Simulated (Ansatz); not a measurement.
```yaml
crystal:
  periodic: [false, false, false]
  atoms:
    - {symbol: Zn, position_ang: [-0.246235, 1.234836, -0.029016]}
    - {symbol: Zn, position_ang: [0.012028, -1.700488, 0.341904]}
    - {symbol: Se, position_ang: [1.959415, 0.133296, -0.080910]}
    - {symbol: Se, position_ang: [-2.010564, -0.357631, -0.049269]}
basis:
  gaussian: {orbitals: def2-SVPD}
total_charge: -1
magnetization: {spin_polarized: true, initial_magnetization: 1}
hamiltonian: {xc: {name: r2SCANh}}
scf: {lower_state_search: off}
output: {forces: true}
```

```sh
$ ansatz run in.yaml --threads 4 --pin off --events-out ev --progress --plain --max-ram 4787MiB
```

Output, abridged:

```
Functional definition: r2SCANh
1412 factors; integrals over basis functions are off by at most 6.2e-4 eV
mean field evaluation 1: about -227508.8776 eV, gradient 3.2e1 eV
mean field evaluation 2: about -227501.5101 eV, gradient 5.2e1 eV
mean field evaluation 4: about -227512.0485 eV, gradient 3.7e0 eV
mean field evaluation 8: about -227512.1564 eV, gradient 2.2e-1 eV
mean field evaluation 16: about -227512.1571 eV, gradient 2.3e-3 eV
mean field -227512.15706099 eV, -8360.9175587126 hartree, gradient 4.6e-6 eV, S^2 0.773634; 0 other end points of the search recorded, 0 dependent functions left out
reference -227512.15709676 eV, -8360.9175600272 hartree; 65, 64 occupied and 85, 86 virtual orbitals, 1412 factors
Total energy: -227512.15709676 eV, -8360.9175600272 hartree
Atom 0 at    -0.246235     1.234836    -0.029016 Å, force     0.779832    -1.286124    -0.159501 eV/Å
Atom 1 at     0.012028    -1.700488     0.341904 Å, force     0.444397     1.142717    -0.384124 eV/Å
Atom 2 at     1.959415     0.133296    -0.080910 Å, force    -1.442810    -0.026530     0.325851 eV/Å
Atom 3 at    -2.010564    -0.357631    -0.049269 Å, force     0.218581     0.169938     0.217774 eV/Å
Dipole moment:    -0.211628     0.186843     0.077978 e Å
Checks for a lower state left out: stability, starts, cluster_reference, orbital_swaps, neighbouring_geometries, increment
```

It took 4.7 s on 4 threads of Intel Xeon 6975P-C on a shared host, peak host memory 0.63 GiB.

The dipole of an ion depends on the origin.
